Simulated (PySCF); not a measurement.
Molecule: `C(/C#C)=C(/F)C#C`, C6H3F.

Atom-mapped SMILES (the numbers label the heavy atoms): `[CH:1]#[C:2]/[CH:3]=[C:4](\[F:5])[C:6]#[CH:7]` (H(Xn): hydrogen on atom n).

Spin–spin couplings on one PBE0-D3(BJ)/def2-SVP geometry, PySCF 2.14.0 with density-fitted response routines, gas phase, non-relativistic, equivalent pairs averaged (spin–dipole term only in couplings to heteroatoms); isotopes 13C, 19F, 1H; functional B3LYP.

Task: How do the couplings (Hz) change with the basis set? Times are CPU seconds on shared hosts with different chips, so compare them loosely. Far from the basis limit: pcJ-0, 6-31G*, def2-TZVP, cc-pVTZ.

Result: 
| basis set | functions | 1J(C4,F5) | 1J(C7,H(C7)) | 1J(C1,H(C1)) | 1J(C6,C7) | 1J(C1,C2) | 1J(C3,H(C3)) | 1J(C4,C6) | core-s |
| --- | --- | --- | --- | --- | --- | --- | --- | --- | --- |
| pcJ-0 | 100 | -414.8 | 267.7 | 265.9 | 174.6 | 174.4 | 162.1 | 101.8 | 7.7 |
| 6-31G* | 104 | -213.3 | 243.4 | 242.2 | 191.7 | 192.2 | 178.8 | 122.0 | 12 |
| def2-TZVP | 235 | -362.2 | 265.5 | 263.3 | 204.2 | 203.4 | 172.4 | 126.4 | 31 |
| cc-pVTZ | 252 | -323.9 | 263.5 | 261.8 | 296.7 | 290.8 | 160.5 | 119.4 | 34 |

The Fermi-contact term samples the wavefunction at the nucleus, which is why sets with added tight s functions (names with J) are made for couplings.
